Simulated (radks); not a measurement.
Values are calculated unless marked as measured or tabulated.
The arsenic anion As3-, [Kr], held by a Watson sphere: a shell of charge +3.34 at radius R that stands for the Madelung well of a crystal (potential energy -3.34/R inside, -3.34/r outside, in hartree with lengths in bohr). Code: a radial shooting solver on a logarithmic mesh with Libxc functionals. Model: scalar-relativistic Kohn-Sham, PBE, spin-polarised, spherical densities, finite nucleus; Fermi nuclear charge, rms radius of each element as measured or else 0.836 A^(1/3) + 0.57 fm. Response by self-consistent Sternheimer equations with the Hartree and adiabatic LDA kernel, the relativistic mass of each level held fixed and spin-orbit coupling left out. The sphere does not respond.

\begin{tabular}{lrrrrrrr}
R (bohr) & e(3d) (eV) & e(4s) (eV) & e(4p) (eV) & <r> 4p (bohr) & sum of <r^2> (bohr^2) & X-ray form factor at sin(theta)/lambda = 0.2 1/angstrom & alpha (bohr^3) \\ \hline
2.41 & -41.580 & -18.964 & -10.084 & 2.450 & 60.34 & 26.430 & 34.06 \\
2.48 & -41.365 & -18.661 & -9.896 & 2.480 & 61.49 & 26.386 & 35.81 \\
2.72 & -40.770 & -17.694 & -9.260 & 2.581 & 65.50 & 26.257 & 42.62 \\
3.01 & -40.241 & -16.670 & -8.524 & 2.700 & 70.46 & 26.146 & 52.61 \\
3.07 & -40.149 & -16.477 & -8.377 & 2.725 & 71.50 & 26.129 & 54.95 \\
3.1 & -40.104 & -16.383 & -8.305 & 2.737 & 72.02 & 26.121 & 56.16 \\
3.23 & -39.921 & -15.992 & -7.997 & 2.790 & 74.29 & 26.091 & 61.70 \\
4.17 & -38.921 & -13.879 & -6.124 & 3.156 & 91.43 & 26.036 & 119.6 \\
5.29 & -38.149 & -12.496 & -4.616 & 3.567 & 114.3 & 26.108 & 247.5 \\
\end{tabular}
